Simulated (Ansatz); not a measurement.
Stepwise reaction of `O[SiH2]N[SiH3]` with hydrogen fluoride, as a gas-phase model of exchange steps in deposition or etching. ΔE in kJ/mol.

Program: Ansatz. Geometries: PBE0-D4/def2-TZVP. ΔE: electronic, gas phase. CCSD(T)/CBS is the MP2 limit (def2-TZVPP, def2-QZVPP) plus CCSD(T) − MP2 in def2-TZVPP, frozen cores. This one scheme is used for every species. Functionals use def2-TZVPP. B3LYP here is the variant with VWN-RPA as its local correlation; programs differ in this. One conformer a species, not always the lowest.

| step | reaction | PBE-D4 | B3LYP-D4 | ωB97M-V | CCSD(T)/CBS |
| --- | --- | --- | --- | --- | --- |
| 1 | `O[SiH2]N[SiH3]` + H–F → `O[SiH](F)N[SiH3]` + H₂ | -135.0 | -144.8 | -145.6 | -141.6 |
| 2 | `O[SiH](F)N[SiH3]` + H–F → `O[SiH](F)N[SiH2]F` + H₂ | -125.5 | -133.1 | -133.8 | -131.3 |

Question: By hand: ΔE of the 2 steps together at CCSD(T)/CBS.

Answer: (-141.6) + (-131.3) = -272.9 kJ/mol, or -136.4 kJ/mol a step.

In ΔE each step is higher than the one before. All are downhill at CCSD(T)/CBS. PBE-D4 differs from CCSD(T)/CBS by 5.8 to 6.6 kJ/mol a step. Only this route is followed, and other bonds may react first. Isolated molecules leave out the surface, adducts and barriers. Largest T1 diagnostic: 0.012.
